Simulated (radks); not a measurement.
Results of a calculation; reference values are marked as such.
Ca IX, 12 electrons, occupied as [Ne] 3s2.

Level of theory: non-relativistic Kohn-Sham, PBE, spin-polarised, spherical densities, point nucleus (a radial shooting solver on a logarithmic mesh with Libxc functionals).

Energy parts (eV):
part                      energy
total                 -17828.933
kinetic                17817.033
electron-nucleus      -40182.269
Hartree                 5387.375
exchange-correlation    -851.073

Orbitals (lengths in bohr, moments of r in powers of bohr; r(max) is where P^2 peaks; r(90%) holds 90 % of the orbital's charge):
[
 {"orbital": "1s", "occ.": "2", "eigenvalue (eV)": "-4101.037", "r(90%)": "0.138", "r(max)": "0.05080"},
 {"orbital": "2s", "occ.": "2", "eigenvalue (eV)": "-572.6062", "r(90%)": "0.564", "r(max)": "0.3008"},
 {"orbital": "2p", "occ.": "6", "eigenvalue (eV)": "-497.8187", "r(90%)": "0.533", "r(max)": "0.2458"},
 {"orbital": "3s", "occ.": "2", "eigenvalue (eV)": "-177.9159", "r(90%)": "1.46", "r(max)": "0.9197"}
]

The highest occupied level is 3s at -177.92 eV. Summed over all electrons, <r^2> = 3.396 bohr^2, which gives a Langevin (diamagnetic) susceptibility term of -2.69 x 10^-6 cm^3/mol. The density falls to 0.001 e/bohr^3 at r = 2.10 bohr. For comparison, the ionisation energy in NIST's Atomic Spectra Database is 188.5 eV (semi-empirical). In exact Kohn-Sham theory the highest level is minus the ionisation energy, but local and semilocal functionals leave it too shallow, through self-interaction and a potential that decays too fast; potentials with the right tail come closer.
